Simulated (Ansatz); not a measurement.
Zn10H28Se10⁻. The state is a doublet with charge -1. Geometry PBE-D4/def2-SVP, loosely relaxed, that of the neutral singlet; atoms count from 1.

```xyz
48

Zn   -1.2741    1.5870   -3.5825
Zn   -2.6531    2.7868    0.9088
Zn   -1.8305   -2.6146    3.4716
Zn    1.1235   -2.1942   -3.0145
Zn    0.5109   -3.9246    2.9434
Zn   -1.3457   -0.6133   -0.0522
Zn    0.3923    2.8554   -1.5214
Zn   -0.2230    1.7686    2.1012
Zn    2.6312    0.6111    1.7077
Zn    1.5857   -0.3078    4.0661
Se   -3.4875    0.4255    0.4933
Se   -0.9530   -0.8914   -2.5359
Se    1.2516    1.3401   -4.4782
Se   -1.1269   -2.8940    0.9049
Se   -0.1802    4.7899   -0.1646
Se   -0.9275   -0.1931    3.5890
Se    1.0942   -4.2351   -1.2533
Se    2.9461   -0.9412   -1.6040
Se    2.0609   -1.9893    2.1310
Se    0.6517    0.7747    0.0834
H    -2.2577    1.5818   -4.7939
H    -4.4243    2.4783   -2.2609
H    -3.3714    4.0527    0.3321
H    -1.5834    2.7161    2.2623
H    -0.4335   -3.2809    4.1724
H    -3.3603   -2.8066    3.7048
H     1.5427   -2.6863   -4.4439
H     1.0724   -5.3370    2.5972
H    -1.1581    2.3064   -2.0931
H     1.7252    2.7121   -2.4178
H     0.8985    3.3531    2.3680
H     4.0788    0.9104    1.2168
H     2.2008   -0.4905    5.4865
H     1.7356    1.1827    3.0684
H    -3.2962   -0.0401    1.8965
H    -3.7747    2.7969   -1.9976
H    -1.9638   -1.7459   -3.2112
H     1.4591    2.7092   -5.0052
H     0.9801    0.8045   -5.8635
H    -2.5075   -3.3967    0.6839
H     0.6195    3.7671    1.6729
H     1.2334    5.2575   -0.2622
H    -1.4249    0.4333    4.8381
H    -0.1774   -4.7912   -1.7789
H     1.8678   -5.0319   -2.2575
H     3.9742   -1.4201   -2.5827
H     2.8295    0.3619   -2.3232
H     3.2692   -2.5371    2.7981
```

Single mean-field runs in def2-TZVP are fitted with def2-universal-jkfit. The highest occupied level of the charge -1 doublet lies above zero (up to 0.12 eV). By energy differences its removal costs 0.90 eV (vertical, to the charge 0 singlet, at PBE0-D4/def2-TZVP); self-interaction error and the lack of diffuse functions both raise the level. The geometry of the charge -1 doublet is only loosely relaxed. In the doublet geometry the species has come apart into loosely held pieces.

**Question.** Estimate the Mulliken populations of the heavy atoms from the PBE0/def2-TZVP orbitals of Ansatz.

**Answer.** 
```tsv
atom	charge (e)	spin (α − β)	d electrons
Zn1	0.06	0.00	10.05
Zn2	0.19	0.09	10.04
Zn3	0.05	0.07	10.05
Zn4	0.16	0.00	10.06
Zn5	0.15	0.02	10.05
Zn6	0.44	0.03	10.14
Zn7	0.22	0.00	10.06
Zn8	0.20	0.35	10.09
Zn9	0.12	0.02	10.05
Zn10	0.13	0.04	10.04
Se11	-0.39	0.00	–
Se12	-0.25	0.01	–
Se13	-0.22	0.00	–
Se14	-0.39	0.00	–
Se15	-0.51	0.01	–
Se16	-0.30	0.01	–
Se17	-0.17	0.04	–
Se18	-0.20	0.07	–
Se19	-0.37	0.01	–
Se20	-0.42	0.01	–
```
Mulliken values and Mayer orders depend strongly on the basis.

**Question.** Where does the spin sit?

**Answer.** Summed by element: Zn 0.64, Se 0.15, H 0.22, of 1 unpaired in all. Largest on single atoms: Zn8 0.35, Zn2 0.09, Zn3 0.07.

**Question.** And the Mayer bond orders between bonded heavy atoms (over 0.3)?

**Answer.** Zn1–Se12 0.39 (2.71 Å); Zn1–Se13 0.41 (2.69 Å); Zn2–Se11 0.64 (2.54 Å); Zn3–Se14 0.43 (2.68 Å); Zn3–Se16 0.52 (2.59 Å); Zn4–Se12 0.65 (2.50 Å); Zn4–Se17 0.43 (2.70 Å); Zn4–Se18 0.52 (2.62 Å); Zn5–Se19 0.52 (2.61 Å); Zn6–Se11 0.62 (2.44 Å); Zn6–Se12 0.39 (2.53 Å); Zn6–Se14 0.53 (2.48 Å); Zn6–Se20 0.67 (2.44 Å); Zn7–Se15 0.76 (2.43 Å); Zn7–Se20 0.45 (2.64 Å); Zn8–Se16 0.39 (2.56 Å); Zn8–Se20 0.56 (2.41 Å); Zn9–Zn10 0.31 (2.74 Å); Zn9–Se19 0.31 (2.70 Å); Zn9–Se20 0.51 (2.57 Å); Zn10–Se16 0.53 (2.56 Å); Zn10–Se19 0.44 (2.61 Å).
